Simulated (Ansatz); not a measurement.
Total energies of In(OCMe2)H3 (C3H9InO) from Ansatz at ωB97M-V/def2-TZVP, gas phase (1 Eh = 27.2114 eV = 2625.5 kJ/mol). The reference geometry is relaxed at r2SCAN-D4/def2-SVP.

| state | geometry | energy (Eh) |
| --- | --- | --- |
| charge 0 singlet | reference | -384.99065 |
| charge 1 doublet | reference | -384.63728 |
| free In atom (doublet) | – | -190.06086 |
| free O atom (triplet) | – | -75.07717 |
| free C atom (triplet) | – | -37.84639 |
| free H atom (doublet) | – | -0.49411 |

In the def2 sets In takes a core potential; there is no spin–orbit coupling.

(1) Work out the vertical ionisation energy to the doublet.

(2) What is the binding energy per atom against free atoms?

(1) E(charge 1 doublet) − E(charge 0 singlet) = -384.63728 − (-384.99065) = 0.35337 Eh = 9.62 eV. For comparison, −ε of the highest occupied level is 9.47 eV at this level, 0.15 eV less.

(2) Atoms: 1 × (-190.06086) + 1 × (-75.07717) + 3 × (-37.84639) + 9 × (-0.49411) = -383.12419 Eh. Binding: -383.12419 − (-384.99065) = 1.86646 Eh = 50.79 eV, or 3.63 eV for each of 14 atoms (no zero-point energy, no counterpoise term).
